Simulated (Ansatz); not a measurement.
# Reading a saddle point

A first-order saddle point of SiH2OF2, closed shell, PBE0-D4/def2-TZVP, with one imaginary mode of 1494i cm⁻¹:

```xyz
6
angstrom
Si -0.4113 0.4162 -0.5458
O 0.9340 -0.4045 0.3559
H 0.8064 -0.6160 -0.8942
F -1.6923 -0.1707 0.2156
F -0.3299 1.9289 -0.0554
H 0.6931 -1.1538 0.9238
```

Computed with Ansatz 0.2.0 (basis: def2-TZVPP and def2-QZVPP); correlated methods freeze the cores. Extrapolation: Hartree–Fock as exp(−7.88 √X), correlation as X^−2.97.

Question: Which contacts change along the imaginary mode, and what lies on either side? (Judge from chemistry; the calculation decides.)

Answer: Computed: The step is SiH₂OF₂ ([OH][SiH]([F])[F]) → SiF₂ + H₂O, with the molecules in contact on both sides. Shortening one way: O2–H3; lengthening the same way: Si1–O2, Si1–H3.
```csv
pair,one side (Å),saddle (Å),other side (Å)
O2–H3,2.50,1.27,0.97
Si1–O2,1.61,1.82,2.17
Si1–H3,1.46,1.63,2.58
```

Question: Which side is lower, and how far does the saddle lie above each? (To be estimated.)

Answer: By the calculation: The side with Si1–O2, Si1–H3 short is lower by 2.338 eV; the saddle lies 3.685 eV above it and 1.347 eV above the other (CCSD(T) at an estimated basis limit (MP2 extrapolated from triple and quadruple zeta, plus CCSD(T) − MP2 in triple zeta); electronic energies).

No T1 diagnostic of these runs exceeds 0.015. The restricted Hartree–Fock reference is unstable towards an unrestricted one at one or more of these structures.

Losses and insertions of silylenes and their heavier kin drive the gas-phase chemistry of silicon and germanium vapour deposition.

Labels in which every atom is bracketed show which atoms are joined, not bond orders.

For scale, one of the runs: CCSD(T)/def2-TZVPP, 163 basis functions, launched by `ansatz run in.yaml --threads 2 --pin off --events-out ev --progress --plain --max-ram 4352MiB`. Hardware: 2 CPU threads of an Intel Xeon Platinum 8259CL, shared host. Wall time 28 s; peak host memory 1.4 GiB.
